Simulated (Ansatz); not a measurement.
Consider the redistribution: `C=C(F)[SiH](O)F` + `ClC[SiH2][SeH]` → `O[SiH](F)CCl` + `C=C(F)[SiH2][SeH]`.

Computed with Ansatz on PBE0-D4/def2-TZVP structures; ΔE is electronic, products minus reactants. CCSD(T)/CBS is the MP2 limit (def2-TZVPP, def2-QZVPP) plus CCSD(T) − MP2 in def2-TZVPP, frozen cores. DFT in def2-TZVPP. For Se outer-core shells are correlated without core-valence functions, which leaves a few kJ/mol of doubt a bond. Scalar relativity is left out up to krypton. Each species was taken in one conformer, which may not be the lowest.

```
             level  ΔE (kJ/mol)
           PBE0-D4         -4.2
SCS-MP2/def2-TZVPP         -2.6
```

Q: What does CCSD(T)/CBS give? (An estimate is asked.)

A: Computed: -3.6 kJ/mol. The listed levels differ from it by -0.6, 1.0 kJ/mol.

Largest T1 diagnostic among the species: 0.012.
